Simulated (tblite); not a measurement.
Compound: C5H14FGeN.
Atom-mapped SMILES: `[CH3:1][CH2:2][C@@H:3]([F:4])[GeH2:5][N:6]([CH3:7])[CH3:8]` (hydrogens: H9, H10, H11 on C1; H12, H13 on C2; H14 on C3; H15, H16 on Ge5; H17, H18, H19 on C7; H20, H21, H22 on C8)

Computed with GFN2-xTB (tblite), gas phase: L-BFGS steps from a force-field or distance-geometry start until the largest atomic force falls under 0.01 eV/Å.

Step 62: E = -745.9741 eV
```
atom  x, y, z in Å  |  force x, y, z in eV/Å
C1     -3.1761    0.4633   -0.0551    0.008   0.016   0.001
C2     -2.5313   -0.9050    0.1022    0.012   0.009  -0.009
C3     -1.0784   -0.7623    0.5195    0.026   0.051   0.016
F4     -0.5023   -2.0274    0.6271   -0.024  -0.005  -0.022
Ge5     0.1369    0.2448   -0.7327    0.063  -0.054  -0.019
N6      1.8068    0.2381   -0.0062    0.001  -0.009  -0.025
C7      2.5120    1.4626    0.3028   -0.020  -0.015   0.003
C8      2.7004   -0.8830   -0.2071    0.005  -0.012  -0.013
H9     -3.1213    1.0268    0.8748   -0.005  -0.031  -0.003
H10    -4.2209    0.3721   -0.3444    0.040  -0.024   0.017
H11    -2.6462    1.0232   -0.8259   -0.093   0.021  -0.009
H12    -3.0619   -1.5023    0.8482   -0.017   0.022   0.015
H13    -2.5784   -1.4426   -0.8460    0.032  -0.027  -0.043
H14    -1.0135   -0.3313    1.5236   -0.005  -0.006   0.074
H15    -0.2353    1.6959   -0.8956   -0.008   0.014   0.024
H16     0.1018   -0.4650   -2.0683   -0.005   0.006  -0.036
H17     1.7935    2.2602    0.4784   -0.032   0.034  -0.027
H18     3.1855    1.7671   -0.5071    0.043   0.008  -0.006
H19     3.1075    1.3358    1.2106    0.019  -0.038   0.017
H20     3.4459   -0.6728   -0.9842    0.020   0.010   0.000
H21     2.1342   -1.7629   -0.5071   -0.066   0.020   0.038
H22     3.2308   -1.1159    0.7209    0.007   0.011   0.008
```

Step 63: E = -745.9759 eV
```
atom  x, y, z in Å  |  force x, y, z in eV/Å
C1     -3.1773    0.4625   -0.0548    0.004   0.024   0.015
C2     -2.5290   -0.9042    0.0995    0.020  -0.010  -0.010
C3     -1.0771   -0.7605    0.5201    0.025   0.053   0.031
F4     -0.4971   -2.0241    0.6284   -0.036  -0.011  -0.039
Ge5     0.1358    0.2484   -0.7333    0.056  -0.068  -0.007
N6      1.8087    0.2419   -0.0180    0.002   0.009  -0.022
C7      2.5150    1.4618    0.3029   -0.007   0.023   0.011
C8      2.6993   -0.8829   -0.2075   -0.002  -0.017  -0.014
H9     -3.1153    1.0276    0.8745   -0.004  -0.035  -0.027
H10    -4.2254    0.3674   -0.3333    0.070  -0.012   0.012
H11    -2.6531    1.0197   -0.8324   -0.117   0.021   0.014
H12    -3.0581   -1.5074    0.8416   -0.028   0.023   0.019
H13    -2.5736   -1.4354   -0.8518    0.033  -0.050  -0.056
H14    -1.0182   -0.3352    1.5265    0.006   0.021   0.074
H15    -0.2399    1.6976   -0.8965   -0.003   0.024   0.024
H16     0.0915   -0.4665   -2.0657    0.002   0.009  -0.040
H17     1.7985    2.2632    0.4740   -0.021   0.011  -0.016
H18     3.1979    1.7694   -0.4979    0.037  -0.007  -0.019
H19     3.1041    1.3283    1.2149   -0.007  -0.029   0.011
H20     3.4433   -0.6852   -0.9892    0.024   0.018   0.000
H21     2.1282   -1.7632   -0.4962   -0.054   0.007   0.045
H22     3.2314   -1.1037    0.7227   -0.001  -0.005  -0.003
```

Problem. Estimate the geometry and energy of step 64. (The exact step hangs on the optimiser's Hessian estimate; all steps are aligned on step 63, rigid shifts and turns removed.)

Solution. E = -745.9777 eV, largest force 0.126 eV/Å
```
atom  x, y, z in Å  |  force x, y, z in eV/Å
C1     -3.1784    0.4619   -0.0547   -0.003   0.020   0.016
C2     -2.5260   -0.9031    0.0962    0.026  -0.023  -0.009
C3     -1.0753   -0.7578    0.5212    0.013   0.034   0.044
F4     -0.4927   -2.0210    0.6284   -0.043  -0.012  -0.049
Ge5     0.1364    0.2506   -0.7339    0.022  -0.054   0.001
N6      1.8116    0.2454   -0.0299    0.009   0.029  -0.018
C7      2.5178    1.4613    0.3032    0.017   0.058   0.016
C8      2.6988   -0.8832   -0.2081   -0.009  -0.013  -0.008
H9     -3.1094    1.0288    0.8732    0.000  -0.031  -0.036
H10    -4.2294    0.3619   -0.3215    0.076  -0.004   0.006
H11    -2.6640    1.0176   -0.8401   -0.120   0.023   0.031
H12    -3.0544   -1.5106    0.8356   -0.030   0.023   0.010
H13    -2.5684   -1.4293   -0.8582    0.038  -0.057  -0.043
H14    -1.0230   -0.3395    1.5312    0.018   0.042   0.054
H15    -0.2455    1.6988   -0.8965    0.010   0.017   0.024
H16     0.0814   -0.4681   -2.0638    0.011   0.010  -0.039
H17     1.8028    2.2661    0.4713    0.003  -0.023  -0.008
H18     3.2093    1.7724   -0.4901    0.021  -0.022  -0.014
H19     3.1020    1.3197    1.2186   -0.039  -0.010  -0.009
H20     3.4417   -0.6971   -0.9939    0.021   0.016   0.003
H21     2.1219   -1.7637   -0.4844   -0.034  -0.001   0.047
H22     3.2324   -1.0916    0.7246   -0.006  -0.023  -0.018
```

The energy changes by -0.0018 eV. The first-order estimate −F·Δx gives -0.0025 eV and the mean of the old and new forces, exact on a quadratic surface, -0.0018 eV. The step makes an angle of 77° with the force vector and moves no atom by more than 0.014 Å.

What follows is the cost of the whole relaxation. Time: 2.1 s. Hardware: an Arm Neoverse V1 with one thread, on a shared host.
